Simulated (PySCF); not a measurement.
All values below come from TPSSh-D3(BJ)/def2-TZVP // r2SCAN-D4/def2-SVP (PySCF). Gas-phase values, no solvent. One relaxed conformer stands for a flexible species; it need not be the lowest. 

Reference species: [Cd(NH2)2] (neutral, multiplicity 1).

HOMO: -5.91 eV
coordination number: 2
HOMO–LUMO gap: 4.98 eV
LUMO: -0.92 eV

Changed species: [Cd(NH2)(H)] (1 of 2 NH2 replaced by H; the reference has 0 of 2 NH2 replaced by H).

Problem. Predict the effect on the HOMO, coordination number, HOMO–LUMO gap and LUMO.

Solution. the HOMO goes up by 0.05 eV, to -5.86 eV; the coordination number is nearly the same; the HOMO–LUMO gap goes up by 0.23 eV, to 5.21 eV; the LUMO goes up by 0.28 eV, to -0.64 eV.
